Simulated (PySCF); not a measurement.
**Basis and Hamiltonian dependence of the ionisation energy of I+**

I+ [Kr] 4d10 5s2 5p4 (3P) → I(2+) [Kr] 4d10 5s2 5p3 (4S). All values are computed (PySCF 2.14, energy differences of UHF-based or UKS calculations, no spin-orbit coupling). Values in eV.

```tsv
basis	Hamiltonian	functions	UHF	r2SCAN	PBE0	MP2 (valence)	CCSD(T) (valence)	CCSD(T) (valence and next inner shell)
cc-pVDZ-PP with ECP28MDF	ECP	23	17.634	n/a	n/a	17.993	18.025	n/a
aug-cc-pVDZ-PP with ECP28MDF	ECP	32	17.602	18.686	18.674	17.985	18.031	n/a
aug-cc-pwCVDZ-PP with ECP28MDF	ECP	48	17.607	18.694	18.680	18.009	18.058	18.132
x2c-TZVPPall	spin-free X2C	60	17.718	18.797	18.773	18.302	n/a	18.530
x2c-TZVPall	spin-free X2C	60	17.718	n/a	18.773	18.302	n/a	n/a
def2-QZVPPD with the def2 core potential (28 electrons)	ECP	91	17.687	18.774	18.749	18.423	18.598	n/a
aug-cc-pVQZ-PP with ECP28MDF	ECP	92	17.663	18.747	18.726	18.403	18.573	n/a
aug-cc-pwCVTZ-PP with ECP28MDF	ECP	96	17.671	18.753	18.739	18.320	18.481	n/a
aug-cc-pVQZ-DK3	spin-free X2C	102	17.672	18.749	18.743	18.411	18.581	n/a
aug-cc-pwCVTZ-DK3	spin-free X2C	109	17.675	18.753	18.753	18.327	18.488	n/a
aug-cc-pVQZ-PP with one added diffuse shell each of s, p, d, f, g type with ECP28MDF	ECP	117	17.663	18.747	18.726	18.404	n/a	n/a
aug-cc-pwCVTZ-DK3 with one added diffuse shell each of s, p, d, f type	spin-free X2C	125	17.675	18.753	18.753	18.328	n/a	n/a
dyall-av2z	non-relativistic	130	17.595	18.685	18.671	17.975	18.019	n/a
aug-cc-pwCVQZ-PP with ECP28MDF	ECP	169	17.672	n/a	n/a	n/a	n/a	n/a
```

Frozen in the all-electron rows: valence and next inner shell: [Ar] 3d10; valence: [Kr] 4d10; with a core potential, the same shells as far as they lie outside it.

Non-relativistic rows lack the scalar-relativistic shift.

Reference for a calculation without spin-orbit coupling: 18.750 eV (measured, between term centres; NIST).
